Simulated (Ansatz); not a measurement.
`[CH3][Ga-]([PH3+])([Cl])[Cl]`, charge 0, multiplicity 1.

Task: Give a relaxed structure at PBE0-D4/def2-TZVP (the Gaussian-basis code of Ansatz). (Estimate.)

Result: Ansatz gave: 
```xyz
11

C     0.948   -0.529    1.654
Ga   -0.604   -0.549    0.466
P    -0.177    0.854   -1.601
Cl   -1.057   -2.341   -0.698
Cl   -2.400    0.569    1.006
H     1.158    0.485    1.995
H     1.825   -0.933    1.147
H     0.738   -1.150    2.527
H     0.036    2.245   -1.520
H    -1.297    0.833   -2.450
H     0.831    0.516   -2.526
```
Point group Cs.
This is one stationary point; other conformers may exist.
